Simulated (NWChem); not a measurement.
System: Si$_{2}$H$_{4}$OCl$_{2}$; SMILES [Si](O)(Cl)(Cl)[SiH3]

Input file for NWChem:

```
start job
memory heap 200 mb stack 900 mb global 1100 mb
geometry units angstroms noautoz
  O     -0.001104     0.001323     1.983962
  Si     0.001099    -0.006142     0.318927
  Si     0.001824    -2.216481    -0.429463
  Cl    -1.671767     1.000688    -0.414930
  Cl     1.676176     1.000555    -0.410103
  H      0.000844     0.877346     2.412640
  H     -1.231368    -2.919658     0.062676
  H      0.005716    -2.189577    -1.931339
  H      1.231794    -2.920950     0.068896
end
basis spherical
  O library 6-311++g**
  Si library 6-311++g**
  Cl library 6-311++g**
  H library 6-311++g**
end
dft
  xc hfexch
  iterations 150
  mulliken
end
task dft energy
```

The geometry was optimised at PBE-D3(BJ)/def2-SVP.

Q: Give the results of this calculation. (Hartree-Fock/6-311++G** (spherical d).) Quantities: basis functions; energy (Ha); highest occupied level (eV); orbital gap (eV); dipole (D).

A: 
- number of basis functions: 170
- energy (Ha): -1574.26
- highest occupied level (eV): -11.58
- orbital gap (eV): 12.74
- dipole (D): 0.97
